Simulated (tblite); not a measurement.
Compound: C3H7ClGe.
SMILES with atom numbers: `[Cl:1][C@@H:2]1[CH2:3][CH2:4][GeH2:5]1` (hydrogens: H6 on C2; H7, H8 on C3; H9, H10 on C4; H11, H12 on Ge5)

Computed with GFN2-xTB (tblite), gas phase: L-BFGS steps from a force-field or distance-geometry start until the largest atomic force falls under 0.01 eV/Å.

The end geometry, which sets the zero of energy:
```
atom  x, y, z in Å
Cl1    -0.3628   -1.8644   -1.4874
C2     -0.0904   -1.1677    0.1292
C3     -1.0471    0.0012    0.3767
C4     -0.2567    1.1780   -0.2235
Ge5     1.4268    0.1249   -0.0593
H6     -0.1682   -1.9858    0.8413
H7     -1.1559    0.1315    1.4552
H8     -2.0396   -0.1385   -0.0524
H9     -0.5230    1.3447   -1.2656
H10    -0.3748    2.1152    0.3148
H11     2.3358   -0.0941   -1.2393
H12     2.2570    0.3542    1.1843
```

**Question.** These geometries come from the run, each turned onto the end geometry. Order them by energy, lowest first.
A.
```
atom  x, y, z in Å
Cl1    -0.4280   -1.8739   -1.4933
C2     -0.0972   -1.1777    0.1059
C3     -1.0352    0.0012    0.3875
C4     -0.2591    1.1735   -0.2464
Ge5     1.4222    0.1228   -0.0700
H6     -0.1477   -1.9987    0.8176
H7     -1.1250    0.1407    1.4689
H8     -2.0399   -0.1374   -0.0069
H9     -0.5514    1.3392   -1.2838
H10    -0.3506    2.1154    0.2886
H11     2.4152   -0.0575   -1.1974
H12     2.1978    0.3515    1.2032
```
B.
```
atom  x, y, z in Å
Cl1    -0.4094   -1.9030   -1.4731
C2     -0.0920   -1.1730    0.1204
C3     -1.0461   -0.0008    0.3741
C4     -0.2572    1.1779   -0.2254
Ge5     1.4262    0.1249   -0.0796
H6     -0.1468   -1.9783    0.8490
H7     -1.1711    0.1325    1.4502
H8     -2.0339   -0.1436   -0.0595
H9     -0.5311    1.3663   -1.2610
H10    -0.3444    2.1082    0.3285
H11     2.3804   -0.0655   -1.2332
H12     2.2266    0.3535    1.1836
```
C.
```
atom  x, y, z in Å
Cl1    -0.4721   -1.7773   -1.5583
C2     -0.1101   -1.1761    0.0836
C3     -1.0246    0.0040    0.4184
C4     -0.2852    1.1509   -0.2863
Ge5     1.4234    0.1206   -0.0741
H6     -0.1706   -2.0344    0.7511
H7     -0.9574    0.1593    1.4971
H8     -2.0690   -0.1171    0.1185
H9     -0.6061    1.2399   -1.3212
H10    -0.3768    2.1275    0.1818
H11     2.5228   -0.0397   -1.0990
H12     2.1268    0.3416    1.2623
```
D.
```
atom  x, y, z in Å
Cl1    -0.5186   -1.5837   -1.6561
C2     -0.1145   -1.1682    0.0227
C3     -0.9514    0.0184    0.5059
C4     -0.2817    1.1280   -0.3284
Ge5     1.4084    0.1327   -0.0302
H6     -0.1966   -2.1079    0.5648
H7     -0.7108    0.1720    1.5688
H8     -2.0299   -0.0776    0.3952
H9     -0.5551    1.0295   -1.3776
H10    -0.4777    2.1614   -0.0550
H11     2.5597   -0.0655   -1.0188
H12     1.8692    0.3600    1.3826
```
E.
```
atom  x, y, z in Å
Cl1    -0.4970   -1.6574   -1.6345
C2     -0.1028   -1.1618    0.0472
C3     -0.9691    0.0197    0.4644
C4     -0.2827    1.1397   -0.3232
Ge5     1.4275    0.1207   -0.0862
H6     -0.2333   -2.0437    0.6699
H7     -0.8200    0.1551    1.5408
H8     -2.0393   -0.0985    0.3003
H9     -0.5975    1.0937   -1.3658
H10    -0.4572    2.1380    0.0748
H11     2.5896   -0.0430   -1.0216
H12     1.9830    0.3367    1.3079
```

**Answer.** B (0.005 eV), A (0.010 eV), C (0.042 eV), E (0.105 eV), D (0.186 eV).

In the order of the answer:

```json
{"step": "28", "E above end (eV)": "0.005", "largest force (eV/Å)": "0.08", "rms force component (eV/Å)": "0.032", "rms distance from end (Å)": "0.030", "rms bond change (Å)": "0.002", "bond most changed (Å)": "C2–Ge5 +0.005"}
{"step": "26", "E above end (eV)": "0.010", "largest force (eV/Å)": "0.20", "rms force component (eV/Å)": "0.062", "rms distance from end (Å)": "0.047", "rms bond change (Å)": "0.004", "bond most changed (Å)": "Ge5–H11 +0.008"}
{"step": "20", "E above end (eV)": "0.042", "largest force (eV/Å)": "0.21", "rms force component (eV/Å)": "0.084", "rms distance from end (Å)": "0.141", "rms bond change (Å)": "0.007", "bond most changed (Å)": "C4–Ge5 +0.014"}
{"step": "13", "E above end (eV)": "0.105", "largest force (eV/Å)": "0.40", "rms force component (eV/Å)": "0.117", "rms distance from end (Å)": "0.250", "rms bond change (Å)": "0.007", "bond most changed (Å)": "Cl1–C2 +0.016"}
{"step": "8", "E above end (eV)": "0.186", "largest force (eV/Å)": "0.40", "rms force component (eV/Å)": "0.137", "rms distance from end (Å)": "0.322", "rms bond change (Å)": "0.009", "bond most changed (Å)": "Ge5–H11 +0.025"}
```

What follows is the cost of the whole relaxation. Hardware: an Arm Neoverse N1 with one thread, no GPU (shared host). Cost: 0.46 s.
